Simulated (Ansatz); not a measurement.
Abridged output of a molecular run in Ansatz:

```
Functional definition: HF
1470 factors; integrals over basis functions are off by at most 8.8e-4 eV
mean field evaluation 1: about -18003.2169 eV, gradient 3.4e1 eV
mean field evaluation 2: about -18003.4031 eV, gradient 3.4e1 eV
mean field evaluation 4: about -18006.7277 eV, gradient 3.9e0 eV
mean field evaluation 8: about -18006.8009 eV, gradient 2.1e-1 eV
mean field evaluation 16: about -18006.8012 eV, gradient 2.1e-6 eV
mean field -18006.80123561 eV, -661.7377399606 hartree, gradient 2.1e-6 eV, S^2 0.000000; 0 other end points of the search recorded, 0 dependent functions left out
12 core orbitals not correlated: weight in the atoms' cores, before any rotation towards them, 1.000 or more for the frozen orbitals, at most 0.000 for the correlated occupied ones
reference -18006.80123561 eV, -661.7377399606 hartree; 12, 12 occupied and 234, 234 virtual orbitals, 1470 factors
second order -15.58542320 eV of doubles, -0.00000000 eV of singles
cycle   1  -16.71163132 eV  change    -1.1e0 eV  update   9.7e-2
cycle   2  -17.23721495 eV  change   -5.3e-1 eV  update   3.1e-2
cycle   3  -17.31075241 eV  change   -7.4e-2 eV  update   1.4e-2
cycle   4  -17.30172770 eV  change    9.0e-3 eV  update   4.7e-3
cycle   5  -17.30114621 eV  change    5.8e-4 eV  update   2.0e-3
cycle   6  -17.30086207 eV  change    2.8e-4 eV  update   5.7e-4
cycle   7  -17.30075073 eV  change    1.1e-4 eV  update   1.9e-4
cycle   8  -17.30082782 eV  change   -7.7e-5 eV  update   7.8e-5
cycle   9  -17.30084695 eV  change   -1.9e-5 eV  update   2.4e-5
perturbative correction -0.64403094 eV, -0.0236677006 hartree
Total energy: -18024.74611350 eV, -662.3972020595 hartree
```

Its atoms:

Z-matrix (Å, degrees):
```
Si
B 1 2.014
Si 1 2.342 2 110.3
H 1 1.496 2 112.2 3 -119.9
H 1 1.492 2 111.7 3 119.4
N 2 1.386 1 121.2 3 108.9
H 2 1.199 1 121.1 3 -69.3
H 3 1.489 1 110.5 2 58.0
H 3 1.490 1 110.3 2 -61.3
H 3 1.489 1 111.7 2 178.6
H 6 1.007 2 123.6 1 2.1
H 6 1.007 2 123.0 1 -178.2
```

Question: Which basis set was used?
A. def2-QZVPP
B. def2-SVP
C. def2-TZVPP
D. def2-SVPD

Answer: C. It gives 258 functions.

Question: Write the keys of the input that set method, charge and spin (a neutral closed shell needs none for the last two).

Answer: 
```yaml
correlation: {method: ccsd_t}
```
